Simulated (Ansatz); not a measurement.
Cost and result for the atomization energy of C3H6FIn, SMILES `C=[CH][In]([CH3])[F]` (11 atoms, 10 bonds).

```csv
atom,x (Å),y (Å),z (Å)
C1,-1.784,-1.046,-1.506
C2,-1.287,0.092,-1.027
In3,0.366,-0.002,0.287
C4,1.746,1.095,1.475
F5,0.746,-1.940,0.448
H6,-1.362,-2.011,-1.239
H7,-2.634,-1.060,-2.185
H8,-1.741,1.035,-1.320
H9,1.265,1.405,2.404
H10,2.098,1.984,0.952
H11,2.588,0.445,1.710
```

Total charge 0; spin multiplicity 1. Correlated methods include outer-core shells of In, which these sets cover unevenly. In takes the def2 core potential. Geometry: relaxed with PBE0-D4/def2-TZVP. It is one conformer, not always the lowest. Program: Ansatz. All runs use 4 threads of an AMD EPYC 9R45 on a shared host. Times are those of one run each, without the atoms' runs, and a repeat can differ threefold. Electronic energies, without spin–orbit coupling; frozen cores. CCSD(T)/CBS adds CCSD(T) − MP2 in def2-TZVPP to the MP2 limit, and its time is that of the two runs behind it. T1 = 0.014. With those shells the extrapolation isn't a true limit. B3LYP takes the VWN-RPA correlation (the form of Gaussian; ORCA's B3LYP/G). HSE06 is the plane-wave form, built on full-range PBE exchange.

CCSD(T)/CBS is a level of theory with its own doubt, some kJ/mol a heavy atom from the limit and from the frozen cores, so smaller differences don't rank the functionals.

```json
{"level": "B3LYP-D4/def2-TZVPP (with forces)", "functions": "258", "atomization (kcal/mol)": "965.2", "difference from CCSD(T)/CBS": "-7.5", "per bond": "-0.7"}
{"level": "BHLYP-D4/def2-TZVPP", "functions": "258", "atomization (kcal/mol)": "937.9", "difference from CCSD(T)/CBS": "-34.8", "per bond": "-3.5"}
{"level": "CCSD(T)/def2-SVP", "functions": "112", "atomization (kcal/mol)": "921.8", "difference from CCSD(T)/CBS": "-50.9", "per bond": "-5.1"}
{"level": "r2SCANh-D4/def2-TZVPP", "functions": "258", "atomization (kcal/mol)": "965.0", "difference from CCSD(T)/CBS": "-7.7", "per bond": "-0.8"}
{"level": "CCSD(T)/def2-TZVPP", "functions": "258", "atomization (kcal/mol)": "948.8", "difference from CCSD(T)/CBS": "-23.9", "per bond": "-2.4"}
{"level": "MP2/def2-QZVPP", "functions": "490", "atomization (kcal/mol)": "977.8", "difference from CCSD(T)/CBS": "5.1", "per bond": "0.5"}
{"level": "CAM-B3LYP-D4/def2-TZVPP", "functions": "258", "atomization (kcal/mol)": "971.4", "difference from CCSD(T)/CBS": "-1.3", "per bond": "-0.1"}
{"level": "B2PLYP/def2-TZVPP", "functions": "258", "atomization (kcal/mol)": "958.7", "difference from CCSD(T)/CBS": "-14.0", "per bond": "-1.4"}
{"level": "BLYP-D4/def2-TZVPP", "functions": "258", "atomization (kcal/mol)": "964.5", "difference from CCSD(T)/CBS": "-8.2", "per bond": "-0.8"}
{"level": "PBE0-D4/def2-TZVPP", "functions": "258", "atomization (kcal/mol)": "970.1", "difference from CCSD(T)/CBS": "-2.6", "per bond": "-0.3"}
{"level": "CCSD(T)/CBS(def2)", "functions": "–", "atomization (kcal/mol)": "972.7", "difference from CCSD(T)/CBS": "0.0", "per bond": "0.0"}
{"level": "ωB97X-V/def2-TZVPP", "functions": "258", "atomization (kcal/mol)": "970.6", "difference from CCSD(T)/CBS": "-2.1", "per bond": "-0.2"}
{"level": "HSE06-D4/def2-TZVPP", "functions": "258", "atomization (kcal/mol)": "970.7", "difference from CCSD(T)/CBS": "-2.0", "per bond": "-0.2"}
```

Order the runs by time, with rough figures. (An estimate is asked.)

Ansatz gave: BLYP-D4/def2-TZVPP 1 s; PBE0-D4/def2-TZVPP 1.4 s; BHLYP-D4/def2-TZVPP 1.4 s; HSE06-D4/def2-TZVPP 1.5 s; CAM-B3LYP-D4/def2-TZVPP 1.6 s; r2SCANh-D4/def2-TZVPP 1.9 s; B3LYP-D4/def2-TZVPP (with forces) 2.1 s; B2PLYP/def2-TZVPP 2.6 s; ωB97X-V/def2-TZVPP 3.2 s; CCSD(T)/def2-SVP 3.7 s; MP2/def2-QZVPP 9.5 s; CCSD(T)/def2-TZVPP 91 s; CCSD(T)/CBS(def2) 100 s.

The D4 term adds +7.4 kcal/mol with B3LYP and +3.9 kcal/mol with PBE0; it sums over pairs of atoms, weighted by their polarisabilities, and B3LYP, whose exchange is more repulsive, gets the larger term. At CCSD(T), def2-SVP lies −51.0 kcal/mol from the extrapolated value and def2-TZVPP −23.9 kcal/mol: correlation converges slowly with the basis, and small sets miss more of it in the bonded molecule than in its fragments. From PBE to PBE0 (25 % exact exchange), in def2-TZVPP and without D4, the atomization energy moves by −17.2 kcal/mol: exact exchange takes away binding that semilocal exchange gives to molecules.

Spin–orbit coupling would lower the free In atoms strongly, and the atomization energy with them, by more than many differences here.
